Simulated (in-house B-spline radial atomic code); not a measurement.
## Ionising the germanium ion Ge⁶⁺ with different functionals

Computed with an all-electron radial atomic-structure program (B-spline basis): four-component Dirac-Coulomb Hamiltonian, Fermi nucleus of rms radius 4.0742 fm, spin-restricted, spherical fractional occupations for the functionals, and exact exchange of hybrids averaged over the configuration. The ionisation energy is the difference of two self-consistent energies, [Ar] 3d8 → [Ar] 3d7, without Breit or QED terms; ε is the level of the shell that loses the electron (mean over j). The electron is taken from both j subshells in proportion to 2j + 1, so the result is a j average, not the step between ground levels.

| method | rung | ΔSCF (eV) | -ε(3d) (eV) |
| --- | --- | --- | --- |
| PBE0 | global hybrid | 147.86 | 137.32 |
| CAM-B3LYP | range-separated hybrid | ? | ? |
| HSE06 | range-separated hybrid | 147.79 | 136.84 |
| wB97X | range-separated hybrid | ? | ? |

(1) What does CAM-B3LYP give?

(2) What does wB97X give?

(3) Among the functionals, which spreads more, the ΔSCF values or the orbital energies?

(4) How do they compare with the NIST value?

## Answers

(1) ΔSCF 147.95 eV, and -ε(3d) = 138.56 eV.

(2) ΔSCF 147.54 eV, and -ε(3d) = 139.07 eV.

(3) The orbital energies: ΔSCF values span about 0.41 eV and the orbital energies 2.23 eV; here energy differences depend much less on the functional than eigenvalues do.

(4) NIST lists 145 eV ± 1.5 (tabulated theory, ground level to ground level). Errors run from +2.64 to +3.05 eV. The correlated functionals all miss on the same side by more than they spread, so the cause is common to them (Breit-QED terms, spin polarisation, the choice among j levels, multiplet and fine-structure energies, or a listed next ion that isn't the cheapest removal here) and closeness doesn't rank the functionals.
